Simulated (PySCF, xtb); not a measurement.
TiCl3I, SMILES [Ti]([I])([Cl])([Cl])[Cl], multiplicity 1.

GFN2-xTB run with xtb at its own geometry gives an orbital gap of 2.54 eV and a dipole moment of 4.67 D.

Geometry: B3LYP-D3(BJ)/def2-SVP. The multiplicity is an assumed one; no other spin state was optimised. The structure was generated by enumeration; whether it is a known compound was not checked. The def2 effective core potentials stand for the cores of I; spin–orbit coupling is left out.

Q: What does PBE/def2-TZVP (PySCF) give? (The exact figures need the calculation; the answer reports its results.)

A: gap 2.72 eV (levels -7.25 and -4.53 eV), dipole 0.56 D.
